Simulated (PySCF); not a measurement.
C3H4ClFSi, SMILES Cl[Si@H](CF)C#C.

Geometry: PBE0-D3(BJ)/def2-SVP. The structure was generated by enumeration; whether it is a known compound was not checked. The values are those of a single conformer.

Computed with PBE0-D3(BJ)/def2-SVP (PySCF).

Frequencies are harmonic and unscaled.

Task: List the normal modes with their intensities. (An estimate is asked for; the answer gives what the named calculation found.)

Result: 
```csv
mode,ν (cm⁻¹),IR (km/mol),moving atoms (share of kinetic energy)
1,69,3.5,"F 47 %, C 31 %, H 12 %"
2,111,5.7,"C 33 %, H 21 %, F 21 %, Cl 16 %, Si 10 %"
3,127,5.4,"Cl 33 %, C 32 %, Si 17 %, H 10 %"
4,154,0.9,"C 47 %, H 25 %, Si 21 %"
5,271,1.7,"F 45 %, C 36 %, Cl 12 %"
6,333,23.2,"C 62 %, H 19 %, Si 13 %"
7,343,16.3,"C 58 %, Cl 17 %, H 13 %"
8,552,69.6,"Si 45 %, Cl 31 %, C 17 %"
9,637,62.9,"C 45 %, Si 32 %, H 17 %"
10,712,42.0,"H 66 %, C 23 %, Si 10 %"
11,739,50.5,"Si 38 %, C 34 %, H 27 %"
12,751,35.0,"H 75 %, C 25 %"
13,761,28.5,"H 75 %, C 25 %"
14,809,152.7,"H 82 %, Si 10 %"
15,872,134.4,"H 72 %, C 17 %, Si 11 %"
16,1103,69.9,"C 49 %, F 42 %, H 9 %"
17,1240,5.5,H 91 %
18,1311,1.2,"H 73 %, C 26 %"
19,1452,5.1,H 93 %
20,2171,61.6,"C 90 %, H 10 %"
21,2283,83.6,H 97 %
22,3055,10.8,H 95 %
23,3122,8.7,"H 90 %, C 10 %"
24,3473,55.4,"H 86 %, C 14 %"
```
